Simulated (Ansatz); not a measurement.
H4OSSiZn, SMILES `[SiH3][O][Zn][SH]` at its PBE0-D4/def2-TZVP geometry, where that method's forces vanish. Charge 0, multiplicity 1.

| atom | x (Å) | y (Å) | z (Å) |
| --- | --- | --- | --- |
| Si1 | 0.172 | -0.454 | 1.682 |
| O2 | -0.157 | 0.541 | 0.444 |
| Zn3 | -0.034 | 0.768 | -1.299 |
| S4 | 0.109 | 1.143 | -3.406 |
| H5 | -0.783 | -1.598 | 1.724 |
| H6 | 1.549 | -1.022 | 1.582 |
| H7 | 0.065 | 0.295 | 2.963 |
| H8 | -0.921 | 0.327 | -3.690 |

Problem. For each bond, give half the difference of the two atoms' forces along it (eV/Å; positive pushes the atoms apart) under PBE-D4, r2SCAN-D4, B3LYP-D4, ωB97M-V in def2-TZVPP. (Best estimate.)

Solution. Ansatz gave: 
```csv
bond,length (Å),PBE-D4,r2SCAN-D4,B3LYP-D4,ωB97M-V
Si1–O2,1.623,0.45,0.17,0.12,0.13
Si1–H5,1.491,-0.01,-0.04,-0.09,-0.13
Si1–H6,1.492,-0.03,-0.05,-0.09,-0.12
Si1–H7,1.487,0.04,-0.02,-0.10,-0.15
O2–Zn3,1.762,-0.06,-0.10,0.03,0.05
Zn3–S4,2.145,-0.05,-0.09,0.09,-0.04
S4–H8,1.345,0.26,0.02,-0.01,-0.10
```

B3LYP here is the variant with VWN-RPA as its local correlation; programs differ in this.
